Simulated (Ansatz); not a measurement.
Consider the formal hydrolysis of the Si–N bond: `CN[SiH](C)F` + H₂O → `C[SiH](O)F` + CH₃NH₂.

Program: Ansatz. Geometries: PBE0-D4/def2-TZVP. ΔE: electronic, gas phase. CCSD(T)/CBS adds triple-zeta CCSD(T) − MP2 to the extrapolated MP2 energy (def2 sets, frozen cores). This one scheme is used for every species. Functionals use def2-TZVPP. B3LYP here is the variant with VWN-RPA as its local correlation; programs differ in this. HSE06 is defined as in plane-wave codes. One conformer a species, not always the lowest.

```
             level  ΔE (kJ/mol)  difference from CCSD(T)/CBS
       LDA (SPW92)        -35.7                          2.6
            PBE-D4        -36.8                          1.5
         revPBE-D4        -33.9                          4.4
           BLYP-D4        -38.9                         -0.6
         r2SCAN-D4        -43.5                         -5.2
            B97M-V        -45.9                         -7.6
           PBE0-D4        -37.6                          0.7
          B3LYP-D4        -40.2                         -1.9
        r2SCANh-D4        -43.2                         -4.9
        r2SCAN0-D4        -42.7                         -4.4
          HSE06-D4        -37.8                          0.5
          BHLYP-D4        -42.7                         -4.4
      CAM-B3LYP-D4        -42.5                         -4.2
           ωB97X-V        -41.6                         -3.3
           ωB97M-V        -41.0                         -2.7
            B2PLYP        -45.8                         -7.5
          PBE-QIDH        -41.3                         -3.0
               PBE        -42.0                         -3.7
              BLYP        -49.1                        -10.8
            r2SCAN        -45.1                         -6.8
              PBE0        -42.4                         -4.1
             B3LYP        -48.3                        -10.0
           r2SCANh        -44.9                         -6.6
           r2SCAN0        -44.7                         -6.4
             HSE06        -42.3                         -4.0
             BHLYP        -49.4                        -11.1
         CAM-B3LYP        -47.4                         -9.1
           LC-ωPBE        -42.0                         -3.7
       HF/def2-SVP        -46.0                         -7.7
      MP2/def2-SVP        -37.9                          0.4
     CCSD/def2-SVP        -39.0                         -0.7
     HF/def2-TZVPP        -55.0                        -16.7
    MP2/def2-TZVPP        -39.5                         -1.2
SCS-MP2/def2-TZVPP        -42.9                         -4.6
   CCSD/def2-TZVPP        -42.7                         -4.4
     HF/def2-QZVPP        -55.0                        -16.7
    MP2/def2-QZVPP        -38.0                          0.3
SCS-MP2/def2-QZVPP        -41.5                         -3.2
      HF/CBS(def2)        -55.0                        -16.7
    CCSD/CBS(def2)        -40.1                         -1.8
       CCSD(T)/CBS        -38.3                            0
```

Largest T1 diagnostic among the species: 0.011.

Leaving LDA and LC-ωPBE aside and taking each functional with its dispersion term where it has one, the values spread over 12.0 kJ/mol, from B97M-V to revPBE-D4. LDA lies +6.3 kJ/mol from PBE without D4. The D4 term adds +8.1 kJ/mol with B3LYP and +4.7 kJ/mol with PBE0; it sums over pairs of atoms, weighted by their polarisabilities, and B3LYP, whose exchange is more repulsive, gets the larger term.
